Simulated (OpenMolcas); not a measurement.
Mo3+: moving or changing the point charges

Mo3+ among 6 point charges of -1 e arranged as a tetragonal octahedron (D4h), 2.22 Å from the ion, with the axial distance 1.954 Å.
```
   2.2200    0.0000    0.0000  -1.00
   0.0000    2.2200    0.0000  -1.00
  -2.2200    0.0000    0.0000  -1.00
   0.0000   -2.2200    0.0000  -1.00
   0.0000    0.0000    1.9536  -1.00
   0.0000    0.0000   -1.9536  -1.00
```

```
Program             : OpenMolcas 26.06
Method              : CASSCF
Basis               : ANO-RCC-VDZP [6s5p3d1f]
Scalar Hamiltonian  : DKH2, point nucleus
Active space        : 3 electrons in 5 orbitals (4d)
State averaging     : 2S+1 = 4 even, 10 roots; 2S+1 = 2 even, 40 roots
Spin-orbit coupling : state interaction with AMFI integrals over the reference wave functions
```

Runs around this geometry, states (labels of D4, the rotations of D4h). Energies in cm-1 above the lowest state or level, χT in cm3 K/mol.

```
R (Å)  q (e)  Axial / equatorial distance  Ground state  First state of that spin  First gap with spin-orbit (degeneracies)  χT at 300 K  First state of another spin
 2.22   -0.5                         0.88           4B1                  4B2 2387                               67.1 (2, 2)        0.873                    2B1 14200
 2.03     -1                         0.88           4B1                  4B2 7209                               17.2 (2, 2)        1.462                    2B1 14283
 2.22     -1                         0.88           4B1                  4B2 4830                               29.5 (2, 2)        1.278                    2B1 14274
 2.38     -1                         0.88           4B1                  4B2 3513                               44.4 (2, 2)        1.097                    2B1 14226
 2.22     -1                         0.95           4B1                  4B2 4746                               14.4 (2, 2)        1.234                    2B1 14429
```

Taking the first state of the same spin as R^-n, n = -ln(3513 / 7209) / ln(2.38 / 2.03) = 4.5 between the shortest and longest distance.

Scaling the charges by -0.5 / -1 = 0.50 scales the first state of the same spin by 2387 / 4830 = 0.49; with fixed orbitals a first-order splitting would follow the charge.

Without dynamic correlation the repulsion within the d shell is too large (B by tens of per cent), so at a given field states of lower spin stand too high. This is an electrostatic model: the charges have no orbitals. No measured value stands beside these numbers.
